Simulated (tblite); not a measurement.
Compound: C7H4N (doublet state).
Numbering: `[N:1]#[C:2][c:3]1[c:4][cH:5][cH:6][cH:7][cH:8]1` (hydrogens: H9 on C5; H10 on C6; H11 on C7; H12 on C8)

Computed geometry: GFN2-xTB, gas phase. This method treats the open shell by occupation alone, without spin polarisation.

Entries marked ? are missing.

```
coordinate    value
     N1≡C2        ?
     C2–C3  1.414 Å
     C3–C4  1.373 Å
     C4–C5  1.360 Å
     C5–C6  1.395 Å
     C6–C7        ?
     C7–C8        ?
     C3–C8  1.406 Å
     C5–H9  1.079 Å
    C6–H10  1.080 Å
    C7–H11  1.080 Å
    C8–H12  1.081 Å
  N1–C2–C3   179.4°
  C2–C3–C4   122.7°
  C2–C3–C8        ?
  C4–C3–C8   117.3°
  C3–C4–C5   124.7°
  C4–C5–C6   117.5°
  C5–C6–C7        ?
  C6–C7–C8        ?
  C3–C8–C7   119.5°
```

Problem. Estimate the withheld lengths and angles.

Solution. 
- N1≡C2 = 1.146 Å, drawn triple (ends: nitrogen bonded to C; carbon bonded to C and N); 0.25 Å below the sum of covalent radii, 1.40 Å.
- C6–C7 = 1.386 Å, aromatic (both ends carbon bonded to 2 C and H); 0.07 Å below the sum of covalent radii, 1.46 Å.
- C7–C8 = 1.380 Å, aromatic (both ends carbon bonded to 2 C and H); 0.08 Å below the sum of covalent radii, 1.46 Å.
- C2–C3–C8 = 119.9°, at the carbon bonded to 3 C; the outer atoms are 2.441 Å apart.
- C5–C6–C7 = 119.9°, at the carbon bonded to 2 C and H, inside a 6-membered ring; the outer atoms are 2.408 Å apart.
- C6–C7–C8 = 121.0°, at the carbon bonded to 2 C and H, inside a 6-membered ring; the outer atoms are 2.408 Å apart.

Radii are Cordero's, carbon taken as 0.76, 0.73 or 0.69 Å for four, three, and two or fewer neighbours.

Its GFN2-xTB frequencies are all real (lowest 125 cm⁻¹).
